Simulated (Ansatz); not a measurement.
Consider the homolysis of the F–Sn bond: `C[O][SnH]([NH2])[F]` → F• + `C[O][SnH][NH2]`•.

Gas-phase electronic energies from Ansatz, PBE0-D4/def2-TZVP geometries. CCSD(T)/CBS is the MP2 limit (def2-TZVPP, def2-QZVPP) plus CCSD(T) − MP2 in def2-TZVPP, frozen cores. This one scheme is used for every species, atoms too. DFT in def2-TZVPP. No spin–orbit coupling; open shells (•) take unrestricted orbitals. Spin–orbit coupling would lower the free atoms: a little for F. def2 core potentials past Kr. For Sn outer-core shells are correlated without core-valence functions, so the limit isn't a true one: a few kJ/mol of doubt a bond, and 10 to 20 or more in all where bonds break to atoms. Each species was taken in one conformer, which may not be the lowest.

`C[O][SnH]([NH2])[F]`:

Cartesian coordinates in Å:
```
C -1.543 0.724 -0.589
O -1.203 0.126 0.641
Sn 0.658 -0.237 1.100
N 1.628 -1.286 -0.307
F 1.585 1.445 1.046
H -1.270 1.785 -0.615
H -2.626 0.646 -0.716
H -1.069 0.228 -1.446
H 0.668 -0.839 2.678
H 1.039 -1.906 -0.847
H 2.132 -0.684 -0.945
```

`C[O][SnH][NH2]`•:

```xyz
10

C     1.018   -0.572    1.520
O    -0.086   -0.064    0.823
Sn    0.104    0.889   -0.898
N    -1.747    0.460   -1.632
H     1.541    0.206    2.091
H     0.663   -1.323    2.233
H     1.751   -1.061    0.862
H     1.293   -0.027   -1.801
H    -2.428    0.376   -0.885
H    -2.109    1.117   -2.313
```

```
              species  r2SCAN energy (Eh)
`C[O][SnH]([NH2])[F]`          -485.94282
                   F•           -99.72763
    `C[O][SnH][NH2]`•          -386.03243
```

(1) Work out ΔE.

Largest T1 diagnostic among the species: 0.018.

Answers

(1) ΔE = (-99.72763) + (-386.03243) − (-485.94282) = 0.18276 Eh = +114.7 kcal/mol. CCSD(T)/CBS gives +123.1 kcal/mol.

From PBE to PBE0 (25 % exact exchange), in def2-TZVPP and without D4, ΔE moves by −3.1 kcal/mol: exact exchange takes away binding that semilocal exchange gives to molecules. In def2-TZVPP, CCSD(T) changes the Hartree–Fock value by +33.8 kcal/mol (the triples alone add +2.3 kcal/mol) and MP2 by +41.7 kcal/mol; breaking electron pairs costs correlation energy, which Hartree–Fock lacks.
